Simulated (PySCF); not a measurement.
This PySCF input asks for the NMR shieldings of SMILES C=CC/C(=C/C=O)B(F)F, C₆H₇BF₂O; the geometry comes from GFN2-xTB.

```python
import basis_set_exchange as bse
import numpy as np
from pyscf import gto, dft
from pyscf.prop import nmr

atoms = """
C     2.775915   -0.640361    0.322230
C     1.810712    0.251913    0.228843
C     0.876772    0.338888   -0.953217
C    -0.507300    0.137290   -0.489020
C    -1.346549   -0.854817   -0.897338
C    -2.587481   -0.723772   -0.230776
O    -2.732614    0.219907    0.574308
B    -1.337786    1.059057    0.591225
F    -1.626179    2.311582    0.146243
F    -0.884200    1.047929    1.870357
H     2.963556   -1.365492   -0.453598
H     3.431177   -0.674799    1.175444
H     1.619997    0.966245    1.015283
H     0.944640    1.355659   -1.355689
H     1.159170   -0.382350   -1.723792
H    -1.141043   -1.632774   -1.612664
H    -3.425785   -1.402077   -0.384380
"""
names = dict.fromkeys(["C", "O", "B", "F", "H"], "pcSseg-1")
basis = {el: gto.basis.parse(bse.get_basis(n, elements=[el], fmt="nwchem")) for el, n in names.items()}
mol = gto.M(atom=atoms, basis=basis, charge=0, verbose=0)
mf = dft.RKS(mol, xc="PBE0")
mf.grids.level = 2
mf.grids.alignment = dft.numint.BLKSIZE   # the property module wants whole blocks of grid points
mf.conv_tol = 1e-9
mf.kernel()

calc = nmr.RKS(mf)   # GIAO
C = mf.mo_coeff
Co = C[:, mf.mo_occ > 0]
resp = mf.gen_response(singlet=True, hermi=2)
def vind(x):   # induced exchange potential for any number of trial vectors
    d = np.einsum("pi,xij,qj->xpq", C, 2 * x.reshape(-1, C.shape[1], Co.shape[1]), Co, optimize=True)
    return np.einsum("xpq,pi,qj->xij", resp(d - d.transpose(0, 2, 1)), C, Co, optimize=True).ravel()
mo1, _ = nmr.rhf.solve_mo1(calc, with_cphf=vind)
sigma = calc.kernel(mo1)
for i, s in enumerate(sigma):   # ppm
    w = np.linalg.eigvalsh((s + s.T) / 2)
    print("%2d %-2s iso %8.1f  s11 %8.1f  s22 %8.1f  s33 %8.1f" % (i, mol.atom_pure_symbol(i), w.mean(), *w))
```

Q: Give the expected output.

A: 
```
 0 C  iso     63.1  s11    -49.9  s22     81.2  s33    158.1
 1 C  iso     46.6  s11    -73.4  s22     55.6  s33    157.8
 2 C  iso    136.9  s11    115.7  s22    139.7  s33    155.4
 3 C  iso    -47.2  s11   -196.6  s22   -119.7  s33    174.8
 4 C  iso     55.6  s11    -34.4  s22     69.7  s33    131.3
 5 C  iso    -17.4  s11   -109.0  s22    -48.2  s33    104.9
 6 O  iso    -87.4  s11   -383.9  s22   -182.0  s33    303.8
 7 B  iso     94.8  s11     90.7  s22     91.8  s33    102.0
 8 F  iso    352.1  s11    302.4  s22    349.3  s33    404.7
 9 F  iso    347.2  s11    306.4  s22    349.9  s33    385.3
10 H  iso     26.2  s11     23.0  s22     25.7  s33     30.1
11 H  iso     26.3  s11     23.4  s22     25.1  s33     30.4
12 H  iso     25.1  s11     22.9  s22     23.2  s33     29.2
13 H  iso     27.7  s11     24.8  s22     26.7  s33     31.6
14 H  iso     28.3  s11     25.0  s22     28.5  s33     31.4
15 H  iso     25.2  s11     22.5  s22     24.7  s33     28.3
16 H  iso     22.9  s11     21.7  s22     22.6  s33     24.3
```

These numbers come from an equivalent density-fitted implementation of the same equations, which agrees with the script to about 0.01 ppm for H and up to a few tenths of a ppm for heavy atoms, so last digits may differ.

Size and cost of the density-fitted run: 205 basis functions, 2.2 min wall time (110 s CPU) on 1 thread of an Intel Xeon, shared host; peak memory 0.91 GiB.
